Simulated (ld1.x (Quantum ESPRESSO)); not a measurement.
**What one change does to a pseudopotential (O, ultrasoft)**

ld1.x (Quantum ESPRESSO) 7.5 input, shortened:

```
&input
   title='O', zed=8., rel=1, dft='PBE', iswitch=3,
   config='[He] 2s1.5 2p4.5 3d-2'
 /
 &inputp
   pseudotype=3, tm=.true., lloc=-1, rcloc=1.10,
   nlcc=.true.,
   which_augfun='PSQ', rmatch_augfun=0.75
 /
5
2S  1  0   1.50   0.00  0.70  1.00  0.0
2S  1  0   0.00   1.15  0.70  1.00  0.0
2P  2  1   4.50   0.00  1.15  1.55  0.0
2P  2  1   0.00   4.65  1.15  1.55  0.0
3D  3  2  -2.00   0.20  1.05  1.30  0.0
 &test
   configts(1)='2s1.5 2p4.5'
 /
```

Change: local potential all-electron potential smoothed inside 1.66 bohr (lloc = -1).

Cutoffs: the cutoffs (Ry, on a coarse ladder) from which the occupation-weighted sum of valence levels, in a spherical-Bessel basis at the reference potential, stays within 10 and 1 mRy of its value at 400 Ry; they do not see the model core or the augmentation charge, which bear on the density cutoff. Errors are all-electron minus pseudo energies relative to the spin-unpolarised reference configuration.

**Question.** Predict the effect on cutoff, ghosts and configuration errors.

**Answer.** The potential gets neither clearly harder nor softer (30 Ry and 50 Ry → 30 Ry and 50 Ry); of the 7 tests that both files solve, the error grows in 3 and shrinks in 2 by more than 15 % and 0.3 meV (median size 0.5 → 1.7 meV); neither file shows a bound ghost.

| quantity | base | changed |
| --- | --- | --- |
| cutoff, loose | 30 Ry | 30 Ry |
| cutoff, tight | 50 Ry | 50 Ry |
| bound ghosts | none | none |
| error for 2s2 2p4, meV [ΔE -7.47 eV] | +0.1 | 0.0 |
| error for 2s2 2p3, meV [ΔE 8.96 eV] | 0.0 | -4.5 |
| error for 2s2 2p2, meV [ΔE 42.55 eV] | -7.8 | -14 |
| error for 2s2 2p3.5, meV [ΔE -1.18 eV] | -0.1 | -1.5 |
| error for 2s0 2p6, meV [ΔE 22.47 eV] | +0.5 | +0.6 |
| error for 2s1 2p4, meV [ΔE 24.19 eV] | +5.0 | -1.7 |
| error for 2s2 2p1, meV [ΔE 96.42 eV] | -37 | -30 |
| lowest overlap eigenvalue by channel | s 0.55, p 0.83, d 0.83 | s 0.61, p 0.88, d 0.96 |
